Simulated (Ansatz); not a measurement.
Other settings, tried on B2Sb (the lowest doublet isomer of a short search).

```yaml
crystal:
  periodic: [false, false, false]
  atoms:
    - {symbol: B, position_ang: [-0.252370, 0.981917, 0.040813]}
    - {symbol: B, position_ang: [-0.936930, -0.383519, -0.053636]}
    - {symbol: Sb, position_ang: [1.189300, -0.598399, 0.012823]}
basis:
  gaussian: {orbitals: STO-3G}
magnetization: {spin_polarized: true, initial_magnetization: 1}
hamiltonian: {xc: {name: revPBE}}
accuracy: high
scf: {omitted_lower_state_checks: [starts]}
output: {forces: true}
```

```sh
$ ansatz run in.yaml --threads 2 --pin off --events-out ev --progress --plain --max-ram 4352MiB
```

Output, abridged:

```
Functional definition: revPBE
509 factors; integrals over basis functions are off by at most 4.2e-9 eV
mean field evaluation 1: about -171484.0967 eV, gradient 8.7e0 eV
mean field evaluation 2: about -171473.2041 eV, gradient 3.0e1 eV
mean field evaluation 4: about -171484.8131 eV, gradient 4.1e0 eV
mean field evaluation 8: about -171484.9039 eV, gradient 1.2e-1 eV
mean field evaluation 16: about -171484.9042 eV, gradient 9.7e-5 eV
mean field -171484.90416688 eV, -6301.9539914900 hartree, gradient 6.9e-8 eV, S^2 0.852609; 0 other end points of the search recorded, 0 dependent functions left out
reference -171484.90416924 eV, -6301.9539915768 hartree; 31, 30 occupied and 6, 7 virtual orbitals, 509 factors
Total energy: -171484.90416924 eV, -6301.9539915768 hartree
Atom 0 at    -0.252370     0.981917     0.040813 Å, force     0.430310    -1.175198    -0.044177 eV/Å
Atom 1 at    -0.936930    -0.383519    -0.053636 Å, force     1.212241     0.354494     0.062180 eV/Å
Atom 2 at     1.189300    -0.598399     0.012823 Å, force    -1.642551     0.820704    -0.018003 eV/Å
Dipole moment:     0.031275    -0.016457     0.000300 e Å
Checks for a lower state left out: starts
```

Hardware: 2 threads of Intel Xeon 6975P-C on a shared host. Wall time 1.2 s.
